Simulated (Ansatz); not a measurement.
Cost and result for the atomization energy of C$_{7}$H$_{12}$O$_{2}$, SMILES `CC(=O)CC(=O)C(C)C` (21 atoms, 20 bonds).

```xyz
21

C    -0.777    0.206   -3.041
C    -1.135   -0.434   -1.735
O    -2.250   -0.433   -1.280
C     0.019   -1.060   -0.962
C     0.624    0.045   -0.106
O     1.475    0.771   -0.554
C     0.064    0.185    1.291
C     0.298    1.575    1.851
C     0.687   -0.894    2.180
H    -1.622    0.766   -3.434
H     0.094    0.854   -2.909
H    -0.486   -0.571   -3.755
H    -0.382   -1.863   -0.346
H     0.788   -1.428   -1.641
H    -1.012   -0.016    1.216
H     1.366    1.795    1.901
H    -0.168    2.338    1.225
H    -0.120    1.653    2.857
H     0.251   -0.849    3.180
H     0.521   -1.901    1.790
H     1.765   -0.738    2.272
```

Total charge 0; spin multiplicity 1. Geometry: relaxed with PBE0-D4/def2-TZVP. It is a higher conformer; a search finds a lower one. Program: Ansatz. All runs use 5 threads of an AMD EPYC 7R13 on a shared host and a share of an NVIDIA H100 80 GB. Times are those of one run each, without the atoms' runs, and a repeat can differ threefold. Electronic energies, without spin–orbit coupling; frozen cores. CCSD(T)/CBS adds CCSD(T) − MP2 in def2-TZVPP to the MP2 limit, and its time is that of the two runs behind it. T1 = 0.014. B3LYP takes the VWN-RPA correlation (the form of Gaussian; ORCA's B3LYP/G). HSE06 is the plane-wave form, built on full-range PBE exchange.

CCSD(T)/CBS is a level of theory with its own doubt, some kJ/mol a heavy atom from the limit and from the frozen cores, so smaller differences don't rank the functionals.

```
                             level  functions  wall time  atomization (kJ/mol)  difference from CCSD(T)/CBS  per bond
                PBE0-D4/def2-TZVPP        447       13 s                8982.2                         86.4       4.3
 B3LYP-D4/def2-TZVPP (with forces)        447       14 s                8908.4                         12.6       0.6
                 B97M-V/def2-TZVPP        447       16 s                8924.3                         28.5       1.4
   PBE-D4/def2-TZVPP (with forces)        447       16 s                9160.8                        265.0      13.3
                BLYP-D4/def2-TZVPP        447       17 s                8912.1                         16.3       0.8
               HSE06-D4/def2-TZVPP        447       18 s                8988.5                         92.7       4.6
r2SCAN-D4/def2-TZVPP (with forces)        447       18 s                8947.0                         51.2       2.6
                  CCSD(T)/def2-SVP        186       22 s                8568.2                       -327.6     -16.4
               PBE-QIDH/def2-TZVPP        447       22 s                8891.3                         -4.5      -0.2
  ωB97M-V/def2-TZVPP (with forces)        447       24 s                8933.4                         37.6       1.9
                    MP2/def2-QZVPP        873       31 s                8982.3                         86.5       4.3
                CCSD(T)/def2-TZVPP        447       40 s                8693.8                       -202.0     -10.1
                 CCSD(T)/CBS(def2)          –       71 s                8895.8                          0.0       0.0
```

In def2-TZVPP, CCSD(T) changes the Hartree–Fock value by +2166.8 kJ/mol (the triples alone add +140.2 kJ/mol) and MP2 by +2336.7 kJ/mol; breaking electron pairs costs correlation energy, which Hartree–Fock lacks. The D4 term adds +76.0 kJ/mol with B3LYP and +41.2 kJ/mol with PBE0; it sums over pairs of atoms, weighted by their polarisabilities, and B3LYP, whose exchange is more repulsive, gets the larger term. From PBE to PBE0 (25 % exact exchange), in def2-TZVPP and without D4, the atomization energy moves by −171.4 kJ/mol: exact exchange takes away binding that semilocal exchange gives to molecules.
